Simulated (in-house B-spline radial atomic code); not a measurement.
Values are calculated unless marked as measured or tabulated.
## Ghost states of the separable form: Ga

Ga, [Ar] 3d10 4s2 4p1, non-relativistic LDA (VWN5), spherical and spin-unpolarised, from a B-spline radial code for spherical atoms (atomic units; all potentials screened as in the neutral atom).

Troullier-Martins channels: 4s (ε = -0.3280, r_c = 1.934 bohr), 4p (ε = -0.1016, r_c = 2.577 bohr), 3d (ε = -0.7362, r_c = 1.583 bohr). In the Kleinman-Bylander form one channel serves as the local potential, and each other channel l becomes |δV u><u δV|/<u|δV|u>, with δV = V_l − V_local and u the pseudo-orbital. Its strength is E_KB = <u|δV²|u>/<u|δV|u>. By the analysis of Gonze, Stumpf and Scheffler a spurious state lies below the reference level ε if E_KB > 0 and ε is above the second level of the local potential alone, or if E_KB < 0 and ε is above its first. The table's levels are those of angular momentum l in a sphere of 9 bohr, whose wall can lift a shallow ε a little above its free-atom value.

```csv
local,channel,<u δV u>,<u δV² u>,ε,first local level,second local level
p,s,0.0046669,0.11231,-0.3280,-0.3769,0.0228
p,d,-8.3792,113.83,-0.7362,0.0901,0.3188
s,p,0.0011777,0.037025,-0.0998,-0.1063,0.1277
s,d,-9.909,154.29,-0.7362,0.0890,0.3142
d,p,0.09386,0.63078,-0.0998,-6.8810,-0.1126
d,s,0.29385,3.2116,-0.3280,-13.4789,-1.4051
```

Q: Apply the rule to each row.

A: Local p, channel s: E_KB = +24.1, so ε = -0.3280 is set against 0.0228: no ghost. Local p, channel d: E_KB = -13.6, so ε = -0.7362 is set against 0.0901: no ghost. Local s, channel p: E_KB = +31.4, so ε = -0.0998 is set against 0.1277: no ghost. Local s, channel d: E_KB = -15.6, so ε = -0.7362 is set against 0.0890: no ghost. Local d, channel p: E_KB = +6.72, so ε = -0.0998 is set against -0.1126: a ghost. Local d, channel s: E_KB = +10.9, so ε = -0.3280 is set against -1.4051: a ghost.

Diagonalising the separable Hamiltonian gives:

```csv
local,channel,three lowest levels,"all-electron, two lowest valence levels"
p,s,"-0.3280, 0.0435, 0.3595","-0.3280, 0.0433"
p,d,"-0.7362, 0.0976, 0.3466","-0.7362, 0.0952"
s,p,"-0.0998, 0.1306, 0.4721","-0.0998, 0.1306"
s,d,"-0.7362, 0.0970, 0.3437","-0.7362, 0.0952"
d,p,"-0.8639, -0.0998, 0.1307","-0.0998, 0.1306"
d,s,"-7.0211, -0.3280, 0.0431","-0.3280, 0.0433"
```

Q: Which choices of local channel are safe?

A: Free of ghosts: s, p. With d local the p channel has a ghost 0.76 hartree below ε, since the local potential binds more than one state below ε, and a repulsive term of rank one raises each level at most to the next, so it clears only one of them. With d local the s channel has a ghost 6.69 hartree below ε, since the local potential binds more than one state below ε, and a repulsive term of rank one raises each level at most to the next, so it clears only one of them. Among the safe choices the second level, which tests transfer, is off by at most 1.9 millihartree (s local), 2.5 millihartree (p local). A small <u δV u> makes E_KB large and sensitive.
